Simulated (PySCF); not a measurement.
C₂H₇ClSi₃, SMILES Cl[Si@@H]1C=C[SiH2][SiH2]1. Atoms are numbered in the order given.

```xyz
13

Cl     2.3938     0.4428    -1.0313
Si     1.0505    -0.0047     0.5130
C      0.2488    -1.6702     0.1614
C     -1.0794    -1.8030    -0.0455
Si    -2.2902    -0.3449    -0.0048
Si    -0.8196     1.4215     0.5056
H      1.8480    -0.0514     1.7703
H      0.8872    -2.5640     0.1098
H     -1.4773    -2.8076    -0.2522
H     -2.9849    -0.2126    -1.3201
H     -3.3320    -0.5714     1.0414
H     -0.7320     2.4753    -0.5431
H     -1.0883     2.0367     1.8377
```
Charge 0, spin multiplicity 1.

The structure is a stationary point at B3LYP-D3(BJ)/def2-SVP. The structure was generated by enumeration; whether it is a known compound was not checked.

Computed with TDA-PBE/def2-SVPD run with PySCF 2.14.0.

Vertical excitations. Isolated molecule, no solvent.

| state | energy (eV) | λ (nm) | f | main pairs |
|---|---|---|---|---|
| S1 | 4.27 | 291 | 0.002 | HOMO→LUMO 99 % |
| S2 | 5.10 | 243 | 0.001 | HOMO−2→LUMO 78 %, HOMO→LUMO+1 17 % |
| S3 | 5.19 | 239 | 0.006 | HOMO→LUMO+1 79 %, HOMO−2→LUMO 18 % |
| S4 | 5.38 | 230 | 0.002 | HOMO−3→LUMO 93 % |
| S5 | 5.54 | 224 | 0.002 | HOMO−1→LUMO 34 %, HOMO→LUMO+2 31 %, HOMO−1→LUMO+1 15 %, HOMO−3→LUMO 5 % |
| S6 | 5.78 | 214 | 0.090 | HOMO→LUMO+2 46 %, HOMO−2→LUMO+1 16 %, HOMO−1→LUMO+1 12 %, HOMO−4→LUMO 8 % |
| S7 | 5.80 | 214 | 0.021 | HOMO−2→LUMO+1 40 %, HOMO−4→LUMO 27 %, HOMO−1→LUMO+1 22 % |
| S8 | 5.91 | 210 | 0.003 | HOMO−4→LUMO 53 %, HOMO−2→LUMO+1 38 % |
| S9 | 6.06 | 205 | 0.000 | HOMO−1→LUMO+2 64 %, HOMO−5→LUMO 19 % |
| S10 | 6.08 | 204 | 0.013 | HOMO−5→LUMO 47 %, HOMO−1→LUMO+2 26 %, HOMO−1→LUMO+1 12 % |
| T1 | 4.01 | 310 | 0 | HOMO→LUMO 49 %, HOMO−1→LUMO 46 % |
| T2 | 4.16 | 298 | 0 | HOMO→LUMO 50 %, HOMO−1→LUMO 44 % |
| T3 | 4.75 | 261 | 0 | HOMO−2→LUMO 57 %, HOMO→LUMO+1 40 % |
| T4 | 4.83 | 257 | 0 | HOMO→LUMO+1 57 %, HOMO−2→LUMO 38 % |
Triplets are in the Tamm–Dancoff approximation.
